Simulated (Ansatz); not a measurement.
Ga₃H₅, relaxed as a singlet with RKS r2SCAN-D4/def2-SVP in Ansatz, starting from the GFN2-xTB geometry. Force threshold 0.02 eV/Å.

Another isomer (singlet) lies 0.10 eV lower at PBE0-D4/def2-TZVP; other spin states weren't run for this one.

Start:

```xyz
8

Ga   -0.160   -0.018   -2.521
Ga    0.636    0.708   -0.003
Ga   -0.642   -1.228    1.926
H    -2.241   -2.249    1.417
H    -0.992    0.661   -0.322
H     1.117    1.633   -1.312
H     1.149   -0.780   -0.547
H     1.133    1.273    1.362
```

| step | energy (eV) | largest force component (eV/Å) | SCF passes |
| --- | --- | --- | --- |
| 1 | -157192.2531 | 1.217 | 17 |
| 2 | -157192.7816 | 0.675 | 25 |
| 3 | -157192.9692 | 0.480 | 18 |
| 4 | -157193.0546 | 0.473 | 17 |
| 5 | -157193.1375 | 0.231 | 18 |
| 6 | -157193.1946 | 0.257 | 19 |
| 7 | -157193.2405 | 0.276 | 19 |
| 8 | -157193.2797 | 0.233 | 19 |
| 9 | -157193.3451 | 0.330 | 19 |
| 10 | -157193.4347 | 0.473 | 18 |
| 11 | -157193.5559 | 0.581 | 18 |
| 12 | -157193.7115 | 0.586 | 19 |
| 13 | -157193.7952 | 0.447 | 25 |
| 14 (rejected) | -157193.7042 | 0.868 | 24 |
| 15 | -157193.8341 | 0.160 | 18 |
| 16 (rejected) | -157193.8256 | 0.218 | 18 |
| 17 | -157193.8419 | 0.099 | 19 |
| 18 | -157193.8491 | 0.032 | 18 |
| 19 | -157193.8585 | 0.033 | 19 |
| 20 | -157193.8676 | 0.086 | 17 |
| 21 (rejected) | -157193.8364 | 0.398 | 19 |
| 22 | -157193.8710 | 0.011 | 19 |

Force components are those of the run's own axes.

End:

```xyz
8

Ga   -0.9437   -0.8176   -1.5190
Ga    0.7472    0.8715   -0.0153
Ga   -0.6398   -1.0236    1.5509
H    -1.4030   -1.6378    0.0301
H    -0.9357    0.6079    0.1274
H     1.0839    1.4880   -1.4067
H     0.7456   -0.8343   -0.1104
H     1.3455    1.3458    1.3431
```

Bonds formed: Ga1–H4, Ga3–H4 (atoms count from 1).

No frequencies were taken in this run, so the end may be a saddle point.

Hardware: 4 threads of Arm Neoverse V2 on a shared host. Wall time 39 s.
